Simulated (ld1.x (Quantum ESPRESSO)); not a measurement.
# LDA (PZ) ultrasoft dataset for cerium (Ce), scalar-relativistic all-electron reference.

ld1.x (Quantum ESPRESSO) 7.5 input, shortened:

```
&input
   title='Ce', zed=58., rel=1, dft='PZ', iswitch=3,
   config='[Xe] 4f1 5d2 6s1 6p0'
 /
 &inputp
   pseudotype=3, tm=.true., lloc=-2, rcloc=2.60,
   nlcc=.false.
 /
8
5S  1  0   2.00   0.00  2.55  3.10  0.0
6S  2  0   1.00   0.00  2.55  3.10  0.0
5P  2  1   6.00   0.00  2.60  2.80  0.0
6P  3  1   0.00   0.00  2.60  2.80  0.0
5D  3  2   2.00   0.00  2.75  3.10  0.0
5D  3  2   0.00   0.25  2.75  3.10  0.0
4F  4  3   1.00   0.00  1.25  1.70  0.0
4F  4  3   0.00   0.05  1.25  1.70  0.0
 &test
   configts(1)='4f1 5s2 5p6 5d2 6s1 6p0'
 /
```

All-electron outer shells of the reference configuration (LDA (PZ), scalar-relativistic, ld1.x):

```tsv
shell	level (eV)	outermost node (bohr)	outermost maximum (bohr)
4p	-209.03	0.33	0.62
4d	-108.84	0.31	0.66
5s	-39.17	0.75	1.37
5p	-21.85	0.81	1.55
4f	-4.05	–	0.71
6s	-3.38	1.82	3.77
5d	-2.25	0.92	2.23
6p	-1.14	2.18	5.15
```

(1) Is the overlap operator S = 1 + Σ q|β⟩⟨β| positive definite (Bessel basis up to 400 Ry)?

## Answers

(1) No: its lowest eigenvalue is -0.026, in the s channel, so the generalised eigenproblem breaks down once the basis is large enough.

Test run stopped at test 1 of 9 (negative rho).

A Bessel basis up to 400 Ry misses an occupied level by 0.57 Ry, so cutoffs and ghosts were not judged. Its overlap operator is not positive definite in a basis up to 400 Ry (lowest eigenvalue s -0.03), so the file is unfit for use: the generalised eigenproblem breaks down once the basis is large enough, and its test numbers describe a broken file. The potential misses its own reference levels by up to 1.0 eV, so it is not fit for use.
